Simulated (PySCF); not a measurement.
Stepwise substitution at one centre (In F-H). Gas-phase values, no solvent. Strings in code marks are SMILES.

Computed with TPSSh-D3(BJ)/def2-TZVP // CAM-B3LYP-D3(BJ)/def2-TZVP (PySCF 2.14.0). 

```csv
species,HOMO (eV),LUMO (eV)
0 of 3 F replaced by H (`[F][In]([F])[F]`),-10.04,-3.78
1 of 3 F replaced by H (`[F][InH][F]`),-9.04,-2.24
2 of 3 F replaced by H (`[InH2][F]`),-8.04,-2.08
3 of 3 F replaced by H (`[InH3]`),-7.64,-2.17
```
